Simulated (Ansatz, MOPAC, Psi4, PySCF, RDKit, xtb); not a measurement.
Noncovalent pair: SiH4 (SMILES [SiH4]) (first 5 atoms) with N2 (SMILES N#N); geometry from B3LYP-D3(BJ)/def2-TZVP, rigid monomers moved along the line of their centres of mass till Si1···N7 is 4.94 Å.
(charge 0, multiplicity 1):
```xyz
7

Si     0.0824     0.1487    -0.1899
H      0.4002     0.4069    -1.6132
H      0.2577     1.3973     0.5851
H      0.9960    -0.8907     0.3350
H     -1.3175    -0.3157    -0.0744
N     -0.1254    -0.5530     5.6874
N     -0.4957    -0.5656     4.6615
```

```csv
level,interaction energy (meV),"minus CCSD(T)/CBS(aug-cc-pV(D+d)Z, aug-cc-pV(T+d)Z)",cost
UFF,-6.8,0.3,-
GFN-FF,-6.4,0.7,-
AM1,-0.5,6.6,-
PM3,6.1,13.2,-
PM6,1.2,8.3,-
PM7,-4.7,2.4,-
GFN1-xTB,-7.6,-0.5,-
GFN2-xTB,-6.7,0.4,-
HF/3-21G (no counterpoise),-6.6,0.5,-
HF/6-31G*,-1.6,5.5,-
HF/6-31G* (no counterpoise),-4.3,2.8,-
HF/aug-cc-pV(D+d)Z,-1.2,5.9,-
HF/aug-cc-pV(T+d)Z,-1.2,5.9,-
PBE/def2-TZVPPD,-3.9,3.2,×1
PBE-D3(BJ)/def2-TZVPPD,-9.6,-2.5,×1
r2SCAN-D3(BJ)/def2-TZVPPD,-6.9,0.1,×1
r2SCAN-D4/def2-TZVPPD,-4.8,2.3,×1
B3LYP/3-21G (no counterpoise),-6.9,0.1,-
B3LYP/6-31G*,-0.4,6.7,-
B3LYP/6-31G* (no counterpoise),-5.3,1.8,-
B3LYP/6-311+G** (no counterpoise),0.1,7.2,-
B3LYP/def2-TZVPPD,1.3,8.4,×2
B3LYP-D4/def2-TZVPPD,5.0,12.1,×2
PBE0/def2-TZVPPD,-2.9,4.2,×1
PBE0-D3(BJ)/def2-TZVPPD,-9.1,-2.0,×1
wB97X-V/def2-TZVPPD,-6.8,0.3,×3
wB97M-V/def2-TZVPPD,-7.3,-0.2,×3
MP2/6-31G*,-4.9,2.2,-
MP2/6-31G* (no counterpoise),-9.9,-2.8,-
MP2/aug-cc-pV(D+d)Z,-7.4,-0.3,-
MP2/aug-cc-pV(T+d)Z,-7.6,-0.5,-
"MP2/CBS(aug-cc-pV(D+d)Z, aug-cc-pV(T+d)Z)",-7.7,-0.6,-
SCS-MP2/aug-cc-pV(D+d)Z,-6.1,1.0,-
SCS-MP2/aug-cc-pV(T+d)Z,-6.2,0.9,-
CCSD/aug-cc-pV(D+d)Z,-6.1,1.0,-
CCSD/aug-cc-pV(T+d)Z,-6.2,0.9,-
CCSD(T)/aug-cc-pV(D+d)Z,-6.9,0.2,×5
CCSD(T)/aug-cc-pV(T+d)Z,-7.1,0.0,×200*
"CCSD(T)/CBS(aug-cc-pV(D+d)Z, aug-cc-pV(T+d)Z)",-7.1,0.0,×200*
SAPT0/jun-cc-pV(D+d)Z,-5.8,1.3,-
```

 The comparison column counts from a level with limits of its own.

The rows run from -9.9 (MP2/6-31G* (no counterpoise)) to 6.1 meV (PM3). In aug-cc-pV(T+d)Z the value moves HF -1.2, MP2 -7.6, CCSD -6.2, CCSD(T) -7.1, a shift of -5.8 from HF to CCSD(T). From aug-cc-pV(D+d)Z to aug-cc-pV(T+d)Z CCSD(T) changes by -0.1. The dispersion term adds -5.7 in PBE-D3(BJ), 3.7 in B3LYP-D4, -6.2 in PBE0-D3(BJ). The 5 functionals in def2-TZVPPD without D3 or D4 span 8.6, from wB97M-V to B3LYP.

Monomers are frozen at their geometry in the pair; levels with a basis set take the counterpoise correction. Rows marked so take none. RDKit's UFF carries no charges.

Correlated levels freeze the cores. CBS: X⁻³ extrapolation of the correlation energy, Hartree–Fock from the larger set. Rows in 3-21G, 6-311+G**, 6-31G* carry no dispersion term and start afresh at each structure (6-31G* with six Cartesian d functions). MP2/6-31G* freezes PySCF's default core. The state that AM1, PM3, PM6, PM7 reach isn't checked; PM7 holds dispersion and hydrogen-bond terms.

Codes used: Ansatz (Gaussian basis) for Hartree–Fock, density functionals and correlated methods; MOPAC for AM1, PM3, PM6, PM7 (differences of heats of formation); Psi4 for SAPT; PySCF for 3-21G rows, 6-311+G** rows, 6-31G* rows, the dispersion terms; RDKit for the force fields; xtb for the GFN methods. Each number belongs to the level named beside it.

Costs are rough ratios of core time to PBE/def2-TZVPPD (about 2.5 s over the structures, on one shared machine); a dash marks a level with no comparable run of its own. A star marks coupled-cluster runs past 200 virtual orbitals, where the program's memory plan changes under this machine's limit, so their costs aren't comparable with smaller runs.

Ansatz is a quantum-chemistry and plane-wave program.
